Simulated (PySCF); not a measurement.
Si(H)(Me)2(SH) (C₂H₈SSi), SMILES C[SiH](C)S.

Coordinates come from a B3LYP-D3(BJ)/def2-SVP optimisation. The values are those of a single conformer.

These are ωB97X/def2-TZVP (PySCF) values and carry that method's errors.

Gas-phase values at a fixed geometry.

```yaml
total_energy: -768.78987 hartree
point_group: Cs
highest_occupied_level: -9.54 eV
lowest_empty_level: 2.58 eV
orbital_gap: 12.12 eV
dipole_moment: 2.07 D
quadrupole, principal values (traceless, Buckingham form, about the centre of nuclear charge): -3.26, -0.48, 3.74 D·Å
mean_static_polarisability: 69.2 bohr³ (10.25 Å³)
polarisability_principal_values: 62.7, 66.8, 78.0 bohr³
```
